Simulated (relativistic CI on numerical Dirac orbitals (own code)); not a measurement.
# Magnetism of Ir3+, 5d6, in a crystal field

Calculated by Dirac-Coulomb-Breit CI, separate exchange-only KLI orbitals for each configuration, model QED (radiative potential, 1s self-energy scaled to tabulated hydrogen-like ionisation energies), valence Slater integrals scaled by 0.7, one configuration in a parametric crystal field (own radial code).

Field parameters in Wybourne normalisation: Td as Oh with Dq negative (B⁴₀ = 21Dq, B⁴₄ = √(5/14) B⁴₀). The field is a parameter set, without covalency.

S is read from ⟨S²⟩ = S(S + 1).

Powder χT (cm³ K mol⁻¹) by Van Vleck's formula, with temperature-independent terms:

```csv
Field,2 K,5 K,10 K,20 K,50 K,100 K,200 K,300 K
"Td, 10Dq = -3100 cm⁻¹",0.0867,0.217,0.434,0.868,2.21,3.66,4.44,4.66
"Td, 10Dq = -5600 cm⁻¹",0.045,0.112,0.225,0.448,1.08,2.03,3.19,3.71
"Td, 10Dq = -8100 cm⁻¹",0.0174,0.0435,0.0869,0.174,0.442,0.932,1.89,2.59
"Td, 10Dq = -10600 cm⁻¹",0.0105,0.0262,0.0525,0.105,0.262,0.526,1.09,1.66
"Td, 10Dq = -13100 cm⁻¹",0.0075,0.0187,0.0375,0.075,0.187,0.375,0.751,1.12
"Td, 10Dq = -15600 cm⁻¹",0.00623,0.0156,0.0312,0.0623,0.156,0.312,0.615,0.876
"Td, 10Dq = -18050 cm⁻¹",0.00603,0.0151,0.0301,0.0603,0.151,0.301,0.566,0.749
```

Problem. For Td, 10Dq = -18050 cm⁻¹: what effective moment follows at 300 K?

Solution. μ_eff = √(8χT) = 2.45 μB. The ground level has S = 1.28; the spin-only moment for S = 1 is 2.83 μB. The difference comes from the orbital moment, spin-orbit mixing of terms and temperature-independent paramagnetism, all larger in this ionic model than in covalent complexes.
